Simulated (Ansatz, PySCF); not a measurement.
This singlet lies 0.16 eV below the relaxed triplet at the level frozen-core CCSD(T)/aug-cc-pVDZ // B3LYP-D3(BJ)/def2-TZVPD (Ansatz, a quantum-chemistry and plane-wave program); other levels give the other order.

B3LYP has the VWN-RPA correlation part, as in Gaussian. 

Cartesian coordinates (Å):
```xyz
8

Al     1.9514     0.2459    -0.0046
Al     0.4856    -1.9086     0.1808
Si    -1.5093    -0.3471    -0.1860
H      2.7007     0.8576    -1.3230
H      2.5075     1.0990     1.2754
H     -1.6573     1.0046     0.4685
H     -1.6009    -0.0212    -1.6562
H     -2.8777    -0.9302     0.0816
```
Charge -1, spin multiplicity 1.

Question: What HOMO and total energy does B3LYP-D3(BJ)/def2-TZVPD (PySCF 2.14.0) give?

Answer: 
* **HOMO**: -0.52 eV
* **total energy**: -777.4563 Ha
